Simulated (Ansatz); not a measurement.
Reaction (ligand exchange at the Sn–O bond): `[OH][SnH2][Cl]` + HBr → `[Cl][SnH2][Br]` + H₂O

Isolated molecules relaxed with PBE0-D4/def2-TZVP in Ansatz; ΔE leaves out vibrations. CCSD(T)/CBS is the MP2 limit (def2-TZVPP, def2-QZVPP) plus CCSD(T) − MP2 in def2-TZVPP, frozen cores. This one scheme is used for every species. DFT in def2-TZVPP. Elements past krypton have def2 core potentials. For Br, Sn outer-core shells are correlated without core-valence functions, which leaves a few kJ/mol of doubt a bond. Scalar relativity is left out up to krypton. Each species was taken in one conformer, which may not be the lowest.

CCSD(T)/CBS gives -83.5 kJ/mol.

Question: Another level gave -86.0 kJ/mol. Which?
A. CAM-B3LYP/def2-TZVPP
B. PBE0-D4/def2-TZVPP
C. revPBE/def2-TZVPP
D. r2SCANh/def2-TZVPP

Answer: B. PBE0-D4 -86.0, CAM-B3LYP -73.0, r2SCANh -81.3, revPBE -77.1 kJ/mol.

Largest T1 diagnostic among the species: 0.013.

From BLYP to BHLYP (50 % exact exchange), in def2-TZVPP and without D4, ΔE moves by −11.9 kJ/mol. Leaving LDA and LC-ωPBE aside and taking each functional with its dispersion term where it has one, the values, not all of them listed here, spread over 13.9 kJ/mol, from BHLYP-D4 to BLYP-D4.
